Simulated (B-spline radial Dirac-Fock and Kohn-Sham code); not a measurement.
Magnetic form factor of the 3d shell of Re⁴⁸⁺

System: the Re⁴⁸⁺ ion, [Ar] 3d9.

Model: Dirac-Fock orbitals of the configuration average with a finite nucleus. Program: a radial atomic solver. ⟨j_K⟩ is the integral of the 3d radial density with the spherical Bessel function j_K(4πsr), s = sin θ/λ.

```tsv
s (Å⁻¹)	⟨j0⟩	⟨j2⟩	⟨j4⟩
0	1.0000	0.0000	0.0000
0.05	0.9994	0.0003	0.0000
0.06	0.9991	0.0004	0.0000
0.07	0.9988	0.0005	0.0000
0.08	0.9984	0.0006	0.0000
0.1	0.9975	0.0010	0.0000
0.12	0.9964	0.0015	0.0000
0.15	0.9943	0.0023	0.0000
0.18	0.9918	0.0033	0.0000
0.22	0.9878	0.0049	0.0000
0.27	0.9817	0.0073	0.0000
0.33	0.9728	0.0108	0.0000
0.4	0.9602	0.0158	0.0001
0.49	0.9409	0.0233	0.0002
0.6	0.9128	0.0342	0.0005
0.73	0.8736	0.0491	0.0011
0.89	0.8182	0.0696	0.0023
1.08	0.7442	0.0958	0.0046
1.32	0.6432	0.1294	0.0093
1.6	0.5225	0.1651	0.0176
```

Radial moments of the shell: ⟨r²⟩ = 0.03443, ⟨r⁴⟩ = 0.002015, ⟨r⁶⟩ = 0.0001796 in powers of bohr.

Values without a named source are computed, but for edge energies of neutral atoms, which are taken from tables.
